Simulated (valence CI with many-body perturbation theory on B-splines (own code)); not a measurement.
**Ir⁶⁴⁺ in brief**

Level of theory: valence CI with perturbative core correlation (CI+MBPT): three valence electrons over a frozen Dirac-Fock core [Ne], radial functions for each j: 11 s, 11 p, 10 d, 8 f, 5 g, 2 h, with the one-electron correlation potential Σ1 (screened to all orders), the two-electron term Σ2, the three-electron term Σ3, Breit, model QED; selected single and double excitations, second order for the rest, scaled by the run's own slope (own B-spline code, finite nucleus).

No measured spectrum was set against this ion. As an estimate, large intervals hold to a few tenths of a per cent, small ones and those within an open d or f shell to about a per cent.

Levels are named by their leading jj configuration (3d3/2^4 stands for four electrons in 3d with j = 3/2), which in mixed levels can hold well under half, so a name can repeat and another be missing.

Rates and lifetimes use the calculated energies. Strong lines usually hold to 10 to 20 %, long lifetimes can be off by a factor of two.

Question: What is the ground level?

Answer: (3s^2 3p1/2) J=1/2, composition 100 % 3s2 3p 2P°, g = 0.645.

Question: What is the ionisation energy?

Answer: 7422.5 eV; NIST lists 7421 ± 24 eV (theoretical).

Question: Among levels below 266.06 Ry, which E1 lines absorb most strongly from the ground level?

Answer: to (3s^2 3d3/2) J=3/2 at 1.807 nm, f = 0.503; to (3s 3p1/2 3p3/2) J=1/2 at 1.943 nm, f = 0.220; to (3s 3p1/2 4p1/2) J=3/2 at 0.3474 nm, f = 0.209.

Question: How well does LS coupling describe the low levels?

Answer: Among the lowest 20 levels the leading LS term, summed over configurations, holds 61 % on average. For single configurations the figures are 59 % in LS and 92 % in jj coupling. Terms mix most in the J = 3/2 level at 58.90 Ry, where the leading one holds 30 %.

Question: Where does the other parity begin?

Answer: At (3s 3p1/2^2) J=1/2, 13.14 Ry.
